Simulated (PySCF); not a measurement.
C2H6GaNO, SMILES [OH][Ga]([CH]=C)[NH2]. Geometry optimised at PBE0-D3(BJ)/def2-SVP. The structure was generated by enumeration; whether it is a known compound was not checked. The values are those of a single conformer.

Computed equilibrium geometry at PBE0-D3(BJ)/def2-SVP (PySCF confirms it by a frequency run) as Cartesian coordinates in Å (one conformer of several):
```xyz
11

Ga    -0.0170     0.1777     0.2581
C     -0.0978    -0.0945    -1.6588
C      0.0965    -1.2822    -2.2448
H     -0.3145     0.7677    -2.3015
H      0.0456    -1.4139    -3.3328
H      0.3174    -2.1905    -1.6717
O     -0.3165     1.8313     0.8730
H     -0.2695     1.9268     1.8283
N      0.3397    -1.1292     1.4626
H      0.3839    -0.9927     2.4640
H      0.5258    -2.0916     1.2122
```
